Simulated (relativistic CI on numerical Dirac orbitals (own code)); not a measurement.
One change at a time: Re LXII

Base calculation: Dirac-Coulomb-Breit CI, KLI orbitals optimised for each configuration, model QED, unscaled Slater integrals.

CI space (outside the closed core [Ne]): 3s2.3p2, 3s2.3p.3d, 3s.3p3, 3s2.3d2, 3p4, 3s.3p2.3d, 3p2.3d2, 3s.3p.3d2, 3p3.3d, 3s2.3d.4s, 3s2.3d.4p, 3s.3p.3d.4s, 3p3.4s, 3s2.3p.4s, 3s.3p.3d.4p, 3p3.4p, 3s2.3p.4p, 3p2.3d.4s, 3s2.3p.4d, 3p2.3d.4p, 3s2.3p.4f, 3s.3p2.4s, 3s.3p2.4p, 3s.3p2.4d, 3s.3p2.4f, 3s2.4s2, 3s2.3p.5s, 3s2.3p.5p, 3s2.4s.4p, 3s2.3p.5d, 3s2.3p.5f, 3s2.3p.5g, 3s2.4p2, 3s.3p.4s2, 3s.3p2.5s, 3s.3p.4s.4p. Levels of other configurations are missing.

Variants: (1) QED terms removed. Shifts of the energy above 3s2.3p2 3P_0, in eV, for the lowest level and the first level of each name with at least 55 % of one term (blank where a level changes its place among those of its configuration and J or its character, or is not in the variant):

```tsv
Level	Base	Δ(1)
3s2.3p2 3P_0	0.00	0.00
3s2.3p2 3P_1	371.54	-0.38
3s2.3p2 1D_2	381.10	-0.37
3s2.3p.3d 3F°_2	595.76	+0.58
3s2.3p2 3P_2	759.89	-0.68
3s2.3p2 1S_0	781.00	-0.69
3s.3p3 3D°_3	925.71	+3.90
3s.3p3 3P°_0	937.46	+3.58
3s2.3p.3d 3P°_0	1012.32	+0.78
3s2.3p.3d 3F°_4	1067.05	-0.01
3s2.3p.3d 3D°_3	1100.99	+0.10
3s2.3p.3d 1P°_1	1111.62	+0.10
3s.3p2.3d 5D_0	1121.25	+5.23
3s.3p2.3d 3P_0	1210.40	+4.59
3s.3p2.3d 3G_5	1231.41	+4.84
```

At this charge energies of transitions that change n are usually good to better than 1 %, and those within a shell (Δn = 0) to a few per cent.

Ionisation energy from the two ground configurations alone: base 6809.13 eV. The NIST ASD value (theoretical) is 6810 eV.

LS names give the leading component of a level, which can be under half, so a name can repeat, a term be missing and a line seem to break the LS rules.
